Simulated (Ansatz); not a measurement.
CH5BSeSi can be A, `[SeH][SiH]1BC1`, or B, `BC1[SiH2][Se]1`.

Isolated molecules relaxed with PBE0-D4/def2-TZVP in Ansatz; ΔE leaves out vibrations. CCSD(T)/CBS is the MP2 limit (def2-TZVPP, def2-QZVPP) plus CCSD(T) − MP2 in def2-TZVPP, frozen cores. Functionals use def2-TZVPP. B3LYP here is the variant with VWN-RPA as its local correlation; programs differ in this. For Se outer-core shells are correlated without core-valence functions, which leaves a few kJ/mol of doubt a bond. Scalar relativity is left out up to krypton. One conformer a species, not always the lowest.

Which isomer does CCSD(T)/CBS put lower? Give the gap. (An estimate is asked.)

Ansatz gave: B, by 68.6 kJ/mol.

Give E(B) − E(A) in kJ/mol with r2SCAN-D4, PBE-D4, B3LYP-D4, ωB97M-V, PBE0-D4, HF/def2-TZVPP, MP2/def2-TZVPP. (An estimate is asked.)

Ansatz gave: r2SCAN-D4 -57.9, PBE-D4 -48.7, B3LYP-D4 -64.6, ωB97M-V -65.4, PBE0-D4 -58.7, HF/def2-TZVPP -92.6, MP2/def2-TZVPP -76.1. None reverses the order clearly.

Largest T1 diagnostic: 0.012.

The D4 term adds −4.0 kJ/mol with B3LYP and −1.8 kJ/mol with PBE0; it sums over pairs of atoms, weighted by their polarisabilities, and B3LYP, whose exchange is more repulsive, gets the larger term. In def2-TZVPP, CCSD(T) changes the Hartree–Fock value by +24.7 kJ/mol (the triples alone add +4.1 kJ/mol) and MP2 by +16.5 kJ/mol.
